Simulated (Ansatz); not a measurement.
Species: C₂H₃OSi, SMILES `C=[SiH][C]=O` (C–Si–C–O torsion 104°) (charge 0, multiplicity 2), formula C$_{2}$H$_{3}$OSi.

Question: How many basis functions does frozen-core CCSD(T)/def2-TZVPP // PBE0-D3(BJ)/def2-TZVP run with Ansatz (a program for electronic structure) use, how many core orbitals are frozen, and how many electrons are correlated?

Answer: 177 basis functions and 8 frozen orbitals, which leaves 21 correlated electrons. Core time is of the order of minutes.
